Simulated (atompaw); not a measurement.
# Reading a pseudo-wave (I (Z = 53))

Columns: radius, all-electron u(r) and pseudo u(r) of the 5p shell (level -11.09 eV) of iodine in the configuration [Ar] 3d10 4s2 4p6 4d10 5s2 5p4.5; PBE, scalar-relativistic, PAW (atompaw) scheme, atompaw 4.2.0.5.

```csv
r (bohr),all-electron,pseudo
0.048,-0.1439,-0.0042
0.096,-0.0814,-0.0164
0.144,0.0856,-0.0360
0.192,0.1998,-0.0618
0.240,0.2192,-0.0923
0.288,0.1617,-0.1257
0.337,0.0585,-0.1606
0.385,-0.0557,-0.1935
0.433,-0.1616,-0.2230
0.481,-0.2470,-0.2470
0.529,-0.3065,-0.2636
0.577,-0.3390,-0.2715
0.625,-0.3463,-0.2695
0.673,-0.3318,-0.2571
0.721,-0.2994,-0.2340
0.769,-0.2530,-0.2006
0.817,-0.1966,-0.1579
0.865,-0.1333,-0.1071
0.913,-0.0661,-0.0500
0.962,0.0044,0.0131
1.010,0.0734,0.0775
1.058,0.1410,0.1425
1.106,0.2061,0.2065
1.154,0.2678,0.2679
1.202,0.3259,0.3259
1.250,0.3799,0.3799
```

(1) How many radial nodes do the two functions have?

(2) Is the pseudo-wave norm-conserving?

Results:

(1) The all-electron 5p function has n − l − 1 = 3; the pseudo-wave has 1, since 1 lower shell of the same l stays in the valence.

(2) No, it belongs to a PAW set: the norm inside the radius is not constrained, and the difference is carried by the augmentation charge.
